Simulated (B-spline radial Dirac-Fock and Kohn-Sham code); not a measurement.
**X-ray form factors of palladium in several charge states**

Level of theory: configuration-average Dirac-Fock orbitals; a radial finite-basis atomic code.

Configurations: Pd⁶⁺ [Kr] 4d4; Pd¹⁰⁺ [Ar] 3d10 4s2 4p6; Pd¹¹⁺ [Ar] 3d10 4s2 4p5; Pd¹⁶⁺ [Ar] 3d10 4s2. The first column is f₀ of Pd⁶⁺, the others are differences from it.

```
s (Å⁻¹)    Pd⁶⁺  Δ Pd¹⁰⁺  Δ Pd¹¹⁺  Δ Pd¹⁶⁺
      0  40.000   -4.000   -5.000  -10.000
    0.1  38.734   -3.503   -4.418   -9.057
    0.2  35.445   -2.314   -3.009   -6.691
    0.3  31.273   -1.059   -1.482   -3.925
    0.4  27.258   -0.193   -0.378   -1.645
    0.5  23.931   +0.192   +0.166   -0.224
    0.7  19.340   +0.148   +0.210   +0.508
    0.9  16.208   -0.046   -0.028   +0.133
    1.1  13.539   -0.091   -0.109   -0.179
    1.4  10.170   -0.050   -0.071   -0.213
```

Values without a named source are computed, but for edge energies of neutral atoms, which are taken from tables.
